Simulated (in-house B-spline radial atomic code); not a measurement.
The numbers below are computed, except where a source is named.
## Correlation energy from the adiabatic connection: −V exp(−r²/w²), V = 28.5, w = 3.17

Two electrons in a singlet, external potential −V exp(−r²/w²), V = 28.5, w = 3.17 (atomic units). Full CI in B-splines (partial waves to l = 8, correlation up to 0.6 % small) with the density held fixed gives W(λ) = <V_ee>_λ − U, and E_c is the integral of W(λ) − W(0) from 0 to 1.

```json
{"λ": "0", "W(λ) − W(0) (hartree)": "0.00000"}
{"λ": "0.02", "W(λ) − W(0) (hartree)": "-0.00198"}
{"λ": "0.05", "W(λ) − W(0) (hartree)": "-0.00492"}
{"λ": "0.12", "W(λ) − W(0) (hartree)": "-0.01163"}
{"λ": "0.25", "W(λ) − W(0) (hartree)": "-0.02361"}
{"λ": "0.4", "W(λ) − W(0) (hartree)": "-0.03667"}
{"λ": "0.6", "W(λ) − W(0) (hartree)": "-0.05291"}
{"λ": "0.8", "W(λ) − W(0) (hartree)": "-0.06793"}
{"λ": "1", "W(λ) − W(0) (hartree)": "-0.08185"}
```

Problem. Integrate the table by the trapezoid rule.

Solution. The strips give -0.00002, -0.00010, -0.00058, -0.00229, -0.00452, -0.00896, -0.01208, -0.01498, which sum to -0.04353 hartree. The direct value, W(1) − W(0) + T_c with T_c = 0.03824, is -0.04361; the curve is convex, so chords lie above it and the trapezoids fall short in size by 0.17 %.

Problem. Now use only three numbers: W(0) = -1.1455, the initial slope W'(0) = -0.09936 (extrapolated from the first points) and the strong-coupling limit of the point-charge-plus-continuum model, W∞ = -1.5692. What do second-order theory and the interpolation W(λ) = W∞ + (W(0) − W∞)/√(1 + 2χλ) of Seidl, Perdew and Levy give?

Solution. Second order keeps the slope alone: E_c = W'(0)/2 = -0.04968, +14 % in size against -0.04361. Matching the slope fixes χ = W'(0)/(W∞ − W(0)) = -0.09936/(-0.42370) = 0.23451. Integrating, with s = √(1 + 2χ) = 1.212028, E_c = −(W(0) − W∞)(s − 1)/(s + 1) = −0.42370 × 0.212028/2.212028 = -0.04061 hartree, -6.9 % in size against the full result. At λ = 1 the formula gives W − W(0) = -0.07412 against -0.08185. Part of the miss can come from the model's W∞.
